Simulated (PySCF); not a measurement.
**A series of derivatives of C1C[SiH2]C1**

Parent skeleton `[CH2:1]1[CH2:2][SiH2:3][CH2:4]1`; one hydrogen on atom 1 is replaced by X. Hydrogens on one atom are averaged.

Averaged over atoms made equivalent by symmetry, fast rotation or ring inversion, one conformer, non-relativistic Hamiltonian, isolated molecule. Geometry from GFN2-xTB; σ from GIAO-PBE0/pcSseg-1; PySCF.

δ = σ(ref) − σ, references computed at the same level: 13C (186.93 ppm), 29Si (349.16 ppm), 1H (31.72 ppm) against TMS.

Parent (X = H): C1 22.6, C2/C4 10.0, Si3 -30.8, H(C1) 2.39, H(C2)/H(C4) 1.55, H(Si3) 4.88 ppm. Effects are Δδ = δ(X) − δ(H), positive for deshielding.

Known members:
```csv
X,C1,C2/C4,Si3,H(C1),H(C2)/H(C4),H(Si3)
Ph,+20.2,+11.1,-8.0,+1.13,+0.31,+0.11
propynyl,+2.6,+10.4,-12.6,+0.76,+0.23,-0.22
SCH3,+23.5,+10.2,-15.8,+0.87,+0.19,-0.18
CH=NMe,+16.5,+0.9,-13.5,+0.65,+0.17,-0.21
ethynyl,+1.8,+9.9,-11.2,+0.80,+0.30,-0.19
```

Four more derivatives gave (Δδ, ppm):
| compound | C1 | C2/C4 | Si3 | H(C1) | H(C2)/H(C4) | H(Si3) |
| --- | --- | --- | --- | --- | --- | --- |
| 1 | +56.0 | +14.7 | -30.5 | +1.54 | +0.28 | -0.52 |
| 2 | +32.2 | +13.7 | -24.0 | +2.12 | +0.63 | -0.27 |
| 3 | +17.8 | +10.9 | -7.1 | +0.38 | +0.19 | +0.00 |
| 4 | +19.6 | +6.8 | -9.0 | +0.63 | +0.01 | -0.08 |

Q: Their substituents are N-pyrrolyl, OiPr, isopropenyl, vinyl. Which is which?

A: 1: X = OiPr (CC(C)OC1C[SiH2]C1); 2: X = N-pyrrolyl (c1ccn(C2C[SiH2]C2)c1); 3: X = isopropenyl (C=C(C)C1C[SiH2]C1); 4: X = vinyl (C=CC1C[SiH2]C1).
